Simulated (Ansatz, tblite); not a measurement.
Cost and result up the ladder for [TaO2Cl2]- (TaCl2O2⁻) (5 atoms). Charge -1, multiplicity 1. Geometry: PBE-D4/def2-SVPD.

Cartesian coordinates in Å:
```
Ta -0.0658 0.0743 0.0187
O -1.8218 0.0217 -0.2227
O 0.3076 1.6872 0.6539
Cl 1.0291 -0.2033 -2.1139
Cl 0.5509 -1.5800 1.6639
```

Ansatz on 4 threads of Arm Neoverse V2 on a shared host; xTB runs through tblite on one thread. Times are rough, summed over both states, and most runs start from the orbitals of an earlier one. PBE0-D4/def2-TZVPD serves as the yardstick here, not as an exact answer. Differences are given only for rows in sets of like size (and for xTB, whose basis is part of the method), since another set adds its own error. The other state is a doublet.

In the def2 sets Ta takes a core potential; there is no spin–orbit coupling. The xTB rows come from tblite. Correlated methods freeze 12 core orbitals; core or outer-core shells of Ta are correlated, in sets that lack core-valence functions. The rows differ in basis, and correlated rows in double-zeta sets carry the largest basis error.

Run but left out: HF/def2-SVPD, MP2/def2-SVPD (neutral doublet: ⟨S²⟩ 1.07, where a pure state has 0.75).

Correlated methods converge slowly with the basis, most of all in double-zeta sets.

Raw xTB energies of ions are shifted by several eV.

```json
{"level": "GFN1-xTB", "functions": "35", "wall time": "0.01 s"}
{"level": "GFN2-xTB", "functions": "35", "wall time": "0.01 s"}
{"level": "PBE-D4/def2-TZVPD", "functions": "215", "wall time": "8.5 s"}
{"level": "PBE0-D4/def2-TZVPD (with forces)", "functions": "215", "wall time": "15 s"}
{"level": "r2SCAN-D4/def2-TZVPD", "functions": "215", "wall time": "17 s"}
{"level": "CCSD(T)/def2-SVPD", "functions": "135", "wall time": "2.2 min"}
```

(1) Estimate what each level gives for the vertical IE (eV).

Answers

(1) 
```tsv
level	vertical IE (eV)	difference from PBE0-D4/def2-TZVPD (eV)	remarks
GFN1-xTB	10.78	5.57	–
GFN2-xTB	9.93	4.72	–
PBE-D4/def2-TZVPD	5.05	-0.16	–
PBE0-D4/def2-TZVPD (with forces)	5.21	0.00	–
r2SCAN-D4/def2-TZVPD	5.10	-0.12	–
CCSD(T)/def2-SVPD	5.43	–	spin-contaminated (⟨S²⟩ 1.07) (doublet)
```
